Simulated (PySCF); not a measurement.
## Orbital picture of AsF

TPSS at R = 1.753 Å; basis As 6-31G(d,p), F 6-31G(d,p); no relativity; PySCF 2.14. State: ³Σ⁻ (triplet), unpaired electrons π ↑↑. Only the outer orbitals are listed, counted within each symmetry.

| spin | orbital | occ. | ε (eV) | on As (%) | main shells (%) |
| --- | --- | --- | --- | --- | --- |
| α | 8σ | 1 | -29.68 | 5 | 93 F s |
| α | 9σ | 1 | -15.39 | 78 | 77 As s, 18 F p |
| α | 10σ | 1 | -10.40 | 40 | 59 F p, 21 As p, 18 As s |
| α | 4π | 1 | -10.08 | 15 | 85 F p, 14 As p |
| α | 4π | 1 | -10.08 | 15 | 85 F p, 14 As p |
| α | 5π | 1 | -5.46 | 87 | 87 As p, 13 F p |
| α | 5π | 1 | -5.46 | 87 | 87 As p, 13 F p |
| α | 11σ | 0 | -1.73 | 90 | 82 As p, 12 F p |
| α | 12σ | 0 | 3.77 | 100 | 99 As s |
| α | 6π | 0 | 5.73 | 100 | 100 As p |
| β | 8σ | 1 | -29.38 | 5 | 94 F s |
| β | 9σ | 1 | -14.11 | 65 | 64 As s, 30 F p |
| β | 10σ | 1 | -9.73 | 51 | 48 F p, 31 As s, 20 As p |
| β | 4π | 1 | -9.53 | 10 | 90 F p, 8 As p |
| β | 4π | 1 | -9.53 | 10 | 90 F p, 8 As p |
| β | 5π | 0 | -3.48 | 92 | 92 As p |
| β | 5π | 0 | -3.48 | 92 | 92 As p |
| β | 11σ | 0 | -0.98 | 92 | 83 As p, 11 F p |

Which are the highest filled and the lowest empty level, where do they sit, and how wide is the gap?

Highest filled α 5π at -5.46 eV (in %: 87 As p, 13 F p); lowest empty β 5π at -3.48 eV (in %: 92 As p); the gap at TPSS is 1.98 eV. Both belong to one degenerate shell, split only by its one-sided filling, so this is no excitation gap.

| Property | Result |
| --- | --- |
| bond order (Mayer) | 1.06 |
| ⟨S²⟩ | 2.003 |
| charge on As (Mulliken, basis-dependent) | 0.33 |
| charge on As (Löwdin, basis-dependent) | 0.23 |
| dipole moment (positive dipole means As(−)F(+)) | -1.37 D |

Spin–orbit coupling is left out. The state is the lowest determinant that a PBE0 search found; another state may lie lower at other levels.
